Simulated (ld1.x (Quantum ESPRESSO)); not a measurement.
## carbon: variants of one TM semilocal potential

Base potential:

```
Element                 : carbon (C)
Generator               : ld1.x (Quantum ESPRESSO) 7.5
Type                    : norm-conserving Troullier–Martins (semilocal form)
Functional              : PBE
Relativity              : scalar-relativistic
Frozen core             : [He]
Valence charge          : 4
Reference configuration : 2s2 2p2
Partial waves           : 2p (bound): rc 1.50 bohr; 2s (bound): rc 0.90 bohr
Local potential         : the s channel
Core correction         : Bessel-smoothed model core, default radius (core density twice the valence density)
```

Cutoffs, loose and tight: the cutoffs (Ry, on a coarse ladder) from which the occupation-weighted sum of valence levels, in a spherical-Bessel basis at the reference potential, stays within 10 and 1 mRy of its value at 400 Ry. They do not see the model core or the augmentation charge, which bear on the density cutoff. Test errors are all-electron minus pseudo excitation energies from the reference, over the configurations 2s2 2p1; 2s2 2p0; 2s1 2p0; 2s2 2p1.5; 2s2 2p2.3; 2s1 2p3; 2s1 2p2. A dash means not determined; rows that change the core or the reference have their own tests.

In the semilocal form every listed channel keeps its own potential, so the choice of the local channel does not act on these tests. It acts once the file is put into the separable form.

A semilocal file is local in each channel, so a ghost entry of none says nothing of the separable form that plane-wave codes build from it.

The default core radius of the base comes out at 0.52 bohr.

| change | outcome | cutoff, loose | cutoff, tight | bound ghosts | largest test error (meV) |
| --- | --- | --- | --- | --- | --- |
| base | generated | 55 Ry | 110 Ry | none | +214 |
| local potential the p channel | generated | 55 Ry | 110 Ry | none | +214 |
| wave 2s (bound): rc 0.90 bohr becomes 2s (bound): rc 1.28 bohr | generated | 45 Ry | 80 Ry | none | +222 |
| wave 2p (bound): rc 1.50 bohr becomes 2p (bound): rc 1.54 bohr | generated | 55 Ry | 110 Ry | none | +232 |
| core correction Bessel-smoothed model core inside 0.96 bohr | generated | 55 Ry | 110 Ry | none | +285 |
| reference 2s2 2p1 | generated | 60 Ry | 110 Ry | none | +137 |
| all radii but the core radius scaled by about 0.96 (s 0.86, p 1.44 bohr) | generated | 70 Ry | 160 Ry | none | +181 |
| type PAW, which also changes the form from semilocal to separable; waves now 2s (bound): rcut 0.80, rcutus 0.90 bohr; 2s channel at 0.05 Ry: rcut 0.80, rcutus 0.90 bohr; 2p (bound): rcut 1.30, rcutus 1.50 bohr; 2p channel at -0.1 Ry: rcut 1.30, rcutus 1.50 bohr; local potential all-electron potential smoothed inside 1.10 bohr (lloc = -1); augmentation PSQ, inside the norm-conserving radii | generated | 40 Ry | 55 Ry | none | -15 |

Task: What comes out with this change to the base: functional LDA (PZ)?

Result: outcome: generated; cutoff, loose: 55 Ry; cutoff, tight: 110 Ry; bound ghosts: none; largest test error (meV): +192.
